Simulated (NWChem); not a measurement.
System: CClF2, doublet; SMILES F[C](F)Cl

Input file for NWChem:

```
start job
memory heap 200 mb stack 900 mb global 1100 mb
geometry units angstroms
  F     -0.078547     1.058538    -1.090428
  C      0.333858     0.429143     0.000000
  F     -0.078547     1.058538     1.090428
  Cl    -0.045520    -1.286964     0.000000
end
basis spherical
  * library def2-svp
end
dft
  odft
  mult 2
  xc becke88 lyp
  iterations 150
end
driver
  maxiter 120
end
task dft optimize
task dft freq
```

In the optimisation the excess spin sits in a' (Cs, its own frame). No stability test was run on the SCF state.

The level has its own optimisation; frequencies are unscaled.

Q: Give the results of this calculation. (BLYP/def2-SVP, spin-unrestricted.) Quantities: r C–F (Å); r C–Cl (Å); highest harmonic frequency (cm⁻¹); lowest (cm⁻¹); zero-point energy (kcal/mol); dipole (D).

A: 
```
Quantity                           Result
---------------------------------  ------
r C–F (Å)                           1.335
r C–Cl (Å)                          1.771
highest harmonic frequency (cm⁻¹)    1187
lowest (cm⁻¹)                         347
zero-point energy (kcal/mol)          6.2
dipole (D)                           0.24
```
